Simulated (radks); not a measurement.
The numbers below are computed, except where a source is named.
Problem. All-electron atom: Gd II in [Xe] 4f5 5d3 6s1 (not the ground configuration). Level of theory: scalar-relativistic Kohn-Sham, PBE, spin-polarised, spherical densities, finite nucleus; open shells are filled with parallel spins first (spin-orbit coupling, left out, can overturn this in heavy ions); Fermi nuclear charge, rms radius 5.1569 fm (a radial shooting solver on a logarithmic mesh with Libxc functionals). Some entries of the table are withheld. Estimate them.

orbital  occ.  eigenvalue (Ry)  <r> (bohr)  r(max) (bohr)
1s up       1        -3683.480     0.02191        0.01392
1s down     1        -3683.479     0.02191        0.01392
2s up       1        -609.6162     0.09330        0.07901
2s down     1        -609.6030     0.09329        0.07901
2p up       3        -542.7055     0.08238        0.06395
2p down     3        -542.6954     0.08238        0.06395
3s up       1        -136.6848      0.2445         0.2243
3s down     1        -136.5208      0.2443         0.2242
3p up       3        -115.9527      0.2431         0.2202
3p down     3        -115.7889      0.2429         0.2200
3d up       5        -88.54438      0.2214         0.1802
3d down     5        -88.41487      0.2211         0.1801
4s up       1        -29.03185      0.5507         0.5148
4s down     1        -28.65704      0.5508         0.5148
4p up       3        -22.16045      0.5817         0.5369
4p down     3        -21.79064      0.5819         0.5368
4d up       5        -12.64491      0.6280         0.5562
4d down     5        -12.27965      0.6288         0.5562
5s up       1         -4.74480       1.286          1.168
5s down     1         -4.49307       1.292          1.173
5p up       3         -2.97086       1.481            (1)
5p down     3         -2.73643       1.489            (2)
4f up       5         -2.25845      0.7725         0.5514
4f down     0         -1.90612      0.7828         0.5530
5d up       3         -0.87589       2.193            (3)
6s up       1         -0.79682       3.359          2.967
5d down     0         -0.66863       2.242            (4)

Solution. 
(1) 5p up r(max) (bohr): 1.308
(2) 5p down r(max) (bohr): 1.314
(3) 5d up r(max) (bohr): 1.738
(4) 5d down r(max) (bohr): 1.747
